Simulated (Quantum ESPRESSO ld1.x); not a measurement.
Results of a calculation; reference values are marked as such.
Coulomb parameter of the 4f shell of the samarium ion Sm+ in the model configuration [Xe] 4f4.5 5d1.5 6s1, as a second difference U = [E(n + 0.5) + E(n - 0.5) - 2 E(n)] / (0.5)^2 with all orbitals relaxed. "Bare": the charge of the atom changes with n. "Screened": the 5d shell takes up the change at fixed total charge, which measures U(4f,4f) + U(5d,5d) - 2 U(4f,5d). Code: ld1.x of Quantum ESPRESSO 7.5. Model: Dirac Kohn-Sham, PBE, spin-unpolarised, spherical densities, point nucleus; open shells are shared between the two j in proportion to 2j + 1.

\begin{tabular}{lrr}
case & configuration & E - E(n) (eV) \\ \hline
start & [Xe] 4f4.5 5d1.5 6s1 & 0.000 \\
bare +0.5 & [Xe] 4f5 5d1.5 6s1 & -6.771 \\
bare -0.5 & [Xe] 4f4 5d1.5 6s1 & 10.681 \\
screened +0.5 & [Xe] 4f5 5d1 6s1 & -3.437 \\
screened -0.5 & [Xe] 4f4 5d2 6s1 & 4.742 \\
\end{tabular}

U(bare) = 15.640 eV, U(screened by 5d) = 5.223 eV, against the Slater integral F0(4f,4f) = 28.278 eV with frozen orbitals.
